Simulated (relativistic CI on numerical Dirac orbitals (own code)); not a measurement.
**d1 in a ligand field**

Computed with a parametric ligand-field model of a d^n configuration (Racah B and C, spin-orbit zeta, crystal field), exact diagonalisation.

Field parameters in Wybourne normalisation: Oh B⁴₀ = 21Dq, B⁴₄ = √(5/14) B⁴₀; Td as Oh with Dq negative (B⁴₀ = 21Dq, B⁴₄ = √(5/14) B⁴₀). The field is a parameter set, without covalency.

Q: Ground term and bands for B = 340, C = 1690, ζ = 0 cm⁻¹, Oh, 10Dq = 6400 cm⁻¹?

A: Ground term 2T2 with 0.00 electrons in the two orbitals of the cubic e set. Spin-allowed: 2E 6400 cm⁻¹ (1563 nm). Lowest spin-forbidden: none.

Q: Ground term and bands for B = 930, C = 3910, ζ = 0 cm⁻¹, Oh, 10Dq = 26150 cm⁻¹?

A: Ground term 2T2 with 0.00 electrons in the two orbitals of the cubic e set. Spin-allowed: 2E 26150 cm⁻¹ (382 nm). Lowest spin-forbidden: none.

Q: Ground term and bands for B = 890, C = 4500, ζ = 0 cm⁻¹, Oh, 10Dq = 36400 cm⁻¹?

A: Ground term 2T2 with 0.00 electrons in the two orbitals of the cubic e set. Spin-allowed: 2E 36400 cm⁻¹ (275 nm). Lowest spin-forbidden: none.

Q: Ground term and bands for B = 740, C = 3390, ζ = 0 cm⁻¹, Oh, 10Dq = 9400 cm⁻¹?

A: Ground term 2T2 with 0.00 electrons in the two orbitals of the cubic e set. Spin-allowed: 2E 9400 cm⁻¹ (1064 nm). Lowest spin-forbidden: none.

Q: Ground term and bands for B = 350, C = 1630, ζ = 0 cm⁻¹, Td, 10Dq = -10000 cm⁻¹?

A: Ground term 2E with 1.00 electrons in the two orbitals of the cubic e set. Spin-allowed: 2T2 10000 cm⁻¹ (1000 nm). Lowest spin-forbidden: none.
